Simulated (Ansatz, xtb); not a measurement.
**C5H8FNO: which of two isomers lies lower**

Structure I is `C/C(F)=C(O)/C=C\N`, a singlet and structure II is `C[C@@H](F)C(=O)/C=C\N`, a singlet. Both are isolated molecules in the gas phase, relaxed with PBE0-D3(BJ)/def2-SVP; the shapes shown needn't be the lowest conformers.

I (Å):

```yaml
atoms:
  - { symbol: C, position_ang: [-1.5366, 2.2500, 2.5155] }
  - { symbol: C, position_ang: [-2.4324, 1.7947, 1.4306] }
  - { symbol: C, position_ang: [-2.0920, 1.1506, 0.2962] }
  - { symbol: C, position_ang: [-3.0493, 0.6952, -0.6961] }
  - { symbol: C, position_ang: [-2.7550, 0.3433, -1.9703] }
  - { symbol: F, position_ang: [-3.7315, 2.0913, 1.6243] }
  - { symbol: N, position_ang: [-1.5204, 0.3436, -2.5816] }
  - { symbol: O, position_ang: [-0.7500, 0.9321, 0.0608] }
  - { symbol: H, position_ang: [-1.5575, 3.3486, 2.6128] }
  - { symbol: H, position_ang: [-0.5078, 1.9337, 2.3067] }
  - { symbol: H, position_ang: [-1.8562, 1.8322, 3.4850] }
  - { symbol: H, position_ang: [-0.6504, 0.0024, -0.1807] }
  - { symbol: H, position_ang: [-4.0912, 0.6377, -0.3817] }
  - { symbol: H, position_ang: [-3.5681, -0.0258, -2.6032] }
  - { symbol: H, position_ang: [-0.8167, 0.9395, -2.1594] }
  - { symbol: H, position_ang: [-1.5242, 0.3609, -3.5921] }
```

II (Å):

| atom | x (Å) | y (Å) | z (Å) |
| --- | --- | --- | --- |
| C | -0.9635 | 2.0415 | 2.1047 |
| C | -0.8245 | 0.9423 | 1.0775 |
| C | -1.7083 | 1.1991 | -0.1379 |
| C | -2.6776 | 0.2078 | -0.5034 |
| C | -3.4928 | 0.4038 | -1.5933 |
| F | -1.1144 | -0.2769 | 1.6542 |
| N | -3.4587 | 1.4839 | -2.3750 |
| O | -1.5334 | 2.2632 | -0.7436 |
| H | -0.7595 | 3.0086 | 1.6262 |
| H | -0.2603 | 1.8876 | 2.9352 |
| H | -1.9881 | 2.0547 | 2.5056 |
| H | 0.2153 | 0.8960 | 0.7055 |
| H | -2.7671 | -0.7037 | 0.0827 |
| H | -4.2302 | -0.3613 | -1.8613 |
| H | -4.0779 | 1.5841 | -3.1640 |
| H | -2.7670 | 2.1962 | -2.1176 |

Question: Estimate E(II) − E(I) at the level CCSD(T)/def2-SVP + ΔMP2/def2-TZVPP.

Answer: Calculated at CCSD(T)/def2-SVP + ΔMP2/def2-TZVPP: E(II) − E(I) = −19.6 kcal/mol, so structure II lies lower.

Level by level:

```
                             level              geometry  E(II) − E(I) (kcal/mol)  departure from the last row (kcal/mol)  job, with rough time for the two
                          GFN2-xTB              GFN2-xTB                     −13.6                                    +6.0               optimisation, 0.5 s
                         HF/STO-3G              GFN2-xTB                     −13.0                                    +6.6              single point, 0.72 s
                r2SCAN-D4/def2-SVP              GFN2-xTB                     −22.8                                    −3.2                single point, 10 s
              PBE0-D3(BJ)/def2-SVP  PBE0-D3(BJ)/def2-SVP                     −21.7                                    −2.1             optimisation, 2.1 min
                       HF/def2-SVP  PBE0-D3(BJ)/def2-SVP                     −23.8                                    −4.2           part of the CCSD(T) run
                      MP2/def2-SVP  PBE0-D3(BJ)/def2-SVP                     −22.6                                    −3.0           part of the CCSD(T) run
                  CCSD(T)/def2-SVP  PBE0-D3(BJ)/def2-SVP                     −21.5                                    −1.9                      single point
CCSD(T)/def2-SVP + ΔMP2/def2-TZVPP  PBE0-D3(BJ)/def2-SVP                     −19.6                                                     single point, 5.3 min
```

As drawn, II has 1 C–C, 1 C=O, 1 C–H in place of 1 C=C, 1 C–O, 1 O–H.

The levels shown agree on the order. The largest departure from CCSD(T)/def2-SVP + ΔMP2/def2-TZVPP is that of HF/STO-3G, 6.6 kcal/mol. The last row adds to CCSD(T) the change of the MP2 difference between the two basis sets, here +1.9 kcal/mol.

With thermal terms from frequencies at re-optimised GFN2-xTB minima (ideal gas, soft modes damped towards free rotors, one conformer each, 298.15 K, 1 atm): the zero-point term adds +0.1 kcal/mol; ΔH is −19.7 and ΔG −19.3 kcal/mol.

The correlated steps freeze 8 core orbitals. Mirror images aren't counted in ΔG. Programs: Ansatz 0.2.0, xtb 6.7.1; the last row on 2 threads of Arm Neoverse V1 on a shared host.
